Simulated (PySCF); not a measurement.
C₅H₃F₃N₂.
Geometry (GFN2-xTB, Å), atoms numbered from 1 in this order:
```xyz
13
C5H3F3N2 angstrom
F      2.6083    0.0234    1.3307
C      2.1667   -0.1749    0.0779
F      2.5979   -1.3815   -0.2992
F      2.7829    0.7214   -0.6962
C      0.6564   -0.0554    0.0084
N     -0.0318   -1.1546    0.2508
C     -1.3499   -1.0468    0.2059
C     -1.9774    0.1584   -0.0792
C     -1.1468    1.2470   -0.3077
N      0.1715    1.1411   -0.2631
H     -1.9017   -1.9550    0.4055
H     -3.0502    0.2446   -0.1193
H     -1.5302    2.2329   -0.5322
```

Computed, not measured: CAM-B3LYP/def2-SVPD in PySCF (dipole) on a GFN2-xTB geometry, gas phase.

Take the most abundant isotopes and a rigid rotor. 

(1) What are A, B and C (cm⁻¹)?

(2) Classify the top.

(3) Is it planar, by Δ = Ic − Ia − Ib?

(4) Give the other two planar moments, Paa and Pbb, and the rms extents of the mass along the axes.

(5) Which types of transition are allowed, and where do some lines up to J = 4 fall?

## Answers

(1) Ia = 169.62, Ib = 503.55, Ic = 585.16 u·Å²; 505379 MHz·u·Å²/I gives 2980, 1004 and 863.7 MHz, that is A = 0.09939, B = 0.03348, C = 0.02881 cm⁻¹.

(2) An asymmetric top; Ray's κ = -0.868.

(3) Not planar: Δ = Ic − Ia − Ib = -88.01 u·Å². For a rigid frame Δ = −2 Σ m c², so Σ m c² = 44.00 u·Å² lies off the ab plane: 0.00 from hydrogen and 44.00 from heavier atoms. The atom farthest from that plane is 1.25 Å away.

(4) Paa = Σ m a² = (Ib + Ic − Ia)/2 = 459.55 and Pbb = Σ m b² = (Ia + Ic − Ib)/2 = 125.61 u·Å². With the mass M = 148.02 u, the rms extents √(P/M) along a, b and c are 1.76, 0.92, 0.55 Å.

(5) The dipole components are |μa| = 5.20 D, |μb| = 0.00 D, |μc| = 0.05 D. The squared components, which scale the intensities, stand as 1.00 : 0.00 : 0.00 (a : b : c). Some lines, for components of 0.1 D or more:

```
type  branch         J(Ka,Kc)   MHz  lower level (cm⁻¹)
   a       Q  3(1,2) ← 3(1,3)   840               0.428
   a       Q  4(1,3) ← 4(1,4)  1398               0.667
   a       R  1(0,1) ← 0(0,0)  1867               0.000
   a       R  2(0,2) ← 1(0,1)  3727               0.062
   a       R  2(1,1) ← 1(1,0)  3875               0.133
   a       R  3(0,3) ← 2(0,2)  5573               0.187
   a       R  3(2,2) ← 2(2,1)  5602               0.460
   a       R  3(2,1) ← 2(2,0)  5630               0.460
   a       R  4(2,3) ← 3(2,2)  7464               0.647
   a       R  4(3,2) ← 3(3,1)  7483               0.988
```

No frequency check. These are rigid-rotor constants of the computed structure; measured ground-state constants (B0) also hold zero-point vibration. Quadrupole hyperfine structure (14N) is left out.
